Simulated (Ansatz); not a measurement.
CH$_{7}$BO$_{2}$Si. Total charge 0; spin multiplicity 1. The bonds changed during the relaxation, so this is another structure than the one it started from. The structure was optimised at the PBE0-D4/def2-TZVP level. It is one conformer, not always the lowest.

```xyz
12

B    -0.754    0.676   -0.035
C    -0.654   -0.699    0.615
O    -1.059   -1.810    0.063
O    -0.075   -0.921    1.779
Si    1.001    0.739   -1.070
H    -0.655    1.550    0.799
H    -1.618    0.770   -0.866
H    -0.809   -2.568    0.613
H     0.192   -0.065    2.142
H     1.123    2.064   -1.739
H     1.111   -0.318   -2.117
H     2.196    0.581   -0.183
```

Q: What is the dipole moment at ωB97M-V/def2-TZVPP? (Estimate.)

A: The calculation gave: 4.17 D, with components (0.10, -2.81, 3.08) D in this frame, pointing from negative to positive charge.

Q: And with PBE, r2SCAN, B3LYP? (Best estimate.)

A: Ansatz gave: PBE 3.95 D, r2SCAN 3.99 D, B3LYP 4.00 D.

Q: Give the Mulliken charges with ωB97M-V, B3LYP, r2SCAN in def2-TZVPP. (An estimate is asked.)

A: Computed: 
| atom | ωB97M-V | B3LYP | r2SCAN |
| --- | --- | --- | --- |
| B1 | -0.51 | -0.31 | -0.28 |
| C2 | 0.43 | 0.41 | 0.42 |
| O3 | -0.18 | -0.20 | -0.23 |
| O4 | -0.23 | -0.24 | -0.27 |
| Si5 | 0.04 | 0.12 | 0.16 |
| H6 | 0.07 | 0.00 | -0.02 |
| H7 | 0.09 | 0.02 | 0.00 |
| H8 | 0.20 | 0.21 | 0.22 |
| H9 | 0.24 | 0.25 | 0.26 |
| H10 | -0.04 | -0.08 | -0.09 |
| H11 | -0.04 | -0.08 | -0.09 |
| H12 | -0.06 | -0.10 | -0.10 |

B3LYP here is the variant with VWN-RPA as its local correlation; programs differ in this.
